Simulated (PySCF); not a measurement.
First SCF of a structure search on triplet PdO(OH)₂, at a hand-made PBE0 minimum (heavy-atom frame) geometry. PySCF input:

```python
from pyscf import gto, scf, dft
mol = gto.M(atom='''
Pd     0.145540    -0.137910     0.000000
O      1.602480     0.901150     0.000000
O     -1.143730     1.318490     0.000000
O     -1.248790    -1.379410     0.000000
H     -0.617770     2.130710     0.000000
H     -2.132840    -0.983490     0.000000''',
    basis={'Pd': 'def2-SVP', 'O': 'def2-SVP', 'H': 'def2-SVP'},
    ecp={'Pd': 'def2-SVP'},
    charge=0, spin=2)
mf = dft.UKS(mol, xc='PBE')
mf.grids.atom_grid = (50, 194)
aux = {'Pd': 'def2-universal-JKFIT', 'O': 'def2-universal-JKFIT', 'H': 'def2-universal-JKFIT'}
mf = mf.density_fit(auxbasis=aux)
mf.conv_tol = 1e-08
mf.diis_space = 10
mf.max_cycle = 60
mf.init_guess = 'minao'
mf.verbose = 4
mf.kernel()
```

Excerpt of the output (cycles alone):

```
init E= -343.582481840178
cycle= 1 E= -352.924031504823  delta_E= -9.34  |g|= 1.54  |ddm|= 2.69
cycle= 2 E= -335.355704846725  delta_E= 17.6  |g|= 4.43  |ddm|= 6.76
cycle= 3 E= -352.775919733802  delta_E= -17.4  |g|= 1.63  |ddm|= 6.42
cycle= 4 E= -352.952301594025  delta_E= -0.176  |g|= 1.61  |ddm|= 2.17
cycle= 5 E= -354.07581442794  delta_E= -1.12  |g|= 0.652  |ddm|= 1.38
cycle= 6 E= -354.070209842809  delta_E= 0.0056  |g|= 0.633  |ddm|= 0.896
cycle= 7 E= -354.205190103567  delta_E= -0.135  |g|= 0.348  |ddm|= 0.689
cycle= 8 E= -354.255276637088  delta_E= -0.0501  |g|= 0.11  |ddm|= 0.38
cycle= 9 E= -354.260078165466  delta_E= -0.0048  |g|= 0.0461  |ddm|= 0.0866
cycle= 10 E= -354.260857853275  delta_E= -0.00078  |g|= 0.0228  |ddm|= 0.026
cycle= 11 E= -354.261082062325  delta_E= -0.000224  |g|= 0.00564  |ddm|= 0.018
cycle= 12 E= -354.2610973717  delta_E= -1.53e-05  |g|= 0.00105  |ddm|= 0.00565
cycle= 13 E= -354.261097785686  delta_E= -4.14e-07  |g|= 0.000435  |ddm|= 0.000791
cycle= 14 E= -354.261097873637  delta_E= -8.8e-08  |g|= 0.000124  |ddm|= 0.000447
cycle= 15 E= -354.261097882754  delta_E= -9.12e-09  |g|= 2.42e-05  |ddm|= 0.000185
Extra cycle  E= -354.261097875992  delta_E= 6.76e-09  |g|= 0.000124  |ddm|= 0.000126
converged SCF energy = -354.261097875992  <S^2> = 2.0091942  2S+1 = 3.0061232
```

No lower solution of this spin was found from smeared starts or by a stability analysis within the unrestricted form.

With open d or f shells other occupations or spin states may lie lower.

The search for the lowest solution, 3 starts and the stability check together, took 22 s on 2 threads of a shared Arm Neoverse V1 host, with 83 basis functions; the process peaked at 0.52 GiB. Launch command: `OMP_NUM_THREADS=2 python axn.py task.json out`.
